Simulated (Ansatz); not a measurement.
`C=C[SiH](N)OC` + HCl → `C=C[SiH](N)Cl` + CH₃OH  (ligand exchange at the Si–O bond)

Isolated molecules relaxed with PBE0-D4/def2-TZVP in Ansatz; ΔE leaves out vibrations. CCSD(T)/CBS adds triple-zeta CCSD(T) − MP2 to the extrapolated MP2 energy (def2 sets, frozen cores). This one scheme is used for every species. One conformer a species, not always the lowest.

```csv
species,HF/def2-QZVPP energy (Eh)
`C=C[SiH](N)OC`,-537.28444
HCl,-460.11222
`C=C[SiH](N)Cl`,-882.29584
CH₃OH,-115.10098
```

Work out ΔE.

ΔE = (-882.29584) + (-115.10098) − (-537.28444) − (-460.11222) = -0.00016 Eh = -0.1 kcal/mol. CCSD(T)/CBS gives -0.9 kcal/mol.

Largest T1 diagnostic among the species: 0.011.
